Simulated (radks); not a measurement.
Results of a calculation; reference values are marked as such.
Task: These are the eigenvalues of the occupied orbitals of an atom or ion with whole-number occupations (Ry). Level of theory: Dirac Kohn-Sham, PBE, spin-unpolarised, spherical densities, point nucleus (a radial shooting solver on a logarithmic mesh with Libxc functionals).

orbital  eigenvalue
1s1/2     -5588.041
2s1/2     -977.2577
2p1/2     -936.0350
2p3/2     -816.3930
3s1/2     -229.0003
3p1/2     -210.5611
3p3/2     -184.3640
3d3/2     -153.6323
3d5/2     -147.9723
4s1/2     -49.31250
4p1/2     -41.53631
4p3/2     -35.34073
4d3/2     -22.60962
4d5/2     -21.45980
5s1/2      -7.77539
5p1/2      -5.33834
4f5/2      -5.27179
4f7/2      -5.04258
5p3/2      -4.34263
5d3/2      -1.17130
5d5/2      -1.07886
6s1/2      -0.99315

Which element is it, and in what charge state? The configuration may be excited. Open shells, if any, fill j = l - 1/2 first.

Result: Z = 77, iridium, charge +1: Ir+ in [Xe] 4f14 5d7 6s1. The list shows which subshells hold electrons but not how many an open one holds; the 1s level, -2794 hartree, gives Z - s = 74.8 by -(Z - s)^2/2, which with screening and relativity narrows Z to a few neighbours, and the depths of the outer levels then fix element, charge and occupations together.
